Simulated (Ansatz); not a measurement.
Calculated with Ansatz (gas phase, PBE0-D4/def2-TZVP geometries, no zero-point term in ΔE). CCSD(T)/CBS is the MP2 limit (def2-TZVPP, def2-QZVPP) plus CCSD(T) − MP2 in def2-TZVPP, frozen cores. DFT in def2-TZVPP. B3LYP here is the variant with VWN-RPA as its local correlation; programs differ in this. For Ge, Se outer-core shells are correlated without core-valence functions, which leaves a few kJ/mol of doubt a bond. Scalar relativity is left out up to krypton. One conformer a species, not always the lowest.

Reaction (substitution at a C–Si bond): `C=C[Si](N)(N)F` + `[GeH3][SeH]` → `C=C[Se][GeH3]` + `N[SiH](N)F`

(1) Is it downhill or uphill in electronic energy at CCSD(T)/CBS, and by how much? (An estimate is asked.)

(2) What do these levels give: PBE-D4, PBE0-D4, PBE0, B3LYP, SCS-MP2/def2-TZVPP, MP2/CBS(def2)? (Estimate.)

Largest T1 diagnostic among the species: 0.011.

Results:

(1) Ansatz gave: Uphill: ΔE = +45.1 kJ/mol.

(2) Computed: PBE-D4 40.8, PBE0-D4 45.8, PBE0 44.9, B3LYP 43.9, SCS-MP2/def2-TZVPP 39.8, MP2/CBS(def2) 39.1 kJ/mol.

In def2-TZVPP, CCSD(T) changes the Hartree–Fock value by −8.3 kJ/mol (the triples alone add −2.2 kJ/mol) and MP2 by −14.3 kJ/mol. From PBE to PBE0 (25 % exact exchange), in def2-TZVPP and without D4, ΔE moves by +5.0 kJ/mol.
